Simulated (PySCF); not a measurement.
C4H5FO.

```xyz
11

O      1.4258     1.1166     0.6970
C      0.7023     0.4680     0.0023
C      0.0923     0.6535    -1.3934
C     -1.0452    -0.3005    -0.9389
C     -0.1609    -0.7845     0.2308
F     -0.7352    -0.9519     1.4544
H     -0.1706     1.6862    -1.6646
H      0.7367     0.2287    -2.1798
H     -1.3901    -1.0629    -1.6498
H     -1.9066     0.2578    -0.5437
H      0.4100    -1.6947    -0.0322
```
Charge 0, spin multiplicity 1.

Coordinates come from a ωB97X-D3(BJ)/def2-SVP optimisation. The structure was generated by enumeration; whether it is a known compound was not checked.

Method: B3LYP/pcSseg-1 (PySCF). Non-relativistic, no solvent.

Problem. Give the absolute GIAO shielding of each atom: isotropic value and principal components (ppm). (Estimate from the structure and the level; the computed values follow.)

Solution. 
```
atom  σ(iso)     σ11     σ22    σ33    span
----  ------  ------  ------  -----  ------
O1    -327.2  -873.4  -426.4  318.1  1191.6
C2     -28.6  -117.4   -39.6   71.2   188.6
C3     140.4   113.4   142.4  165.3    51.9
C4     155.7   138.7   156.0  172.4    33.7
C5      79.2    21.9    86.8  128.9   107.0
F6     362.0   322.7   365.7  397.5    74.8
H7      28.8    25.1    27.2   34.2     9.1
H8      28.9    26.0    27.3   33.4     7.4
H9      29.1    26.2    26.9   34.1     7.9
H10     29.5    26.7    27.5   34.2     7.5
H11     26.1    22.3    27.8   28.2     5.9
```
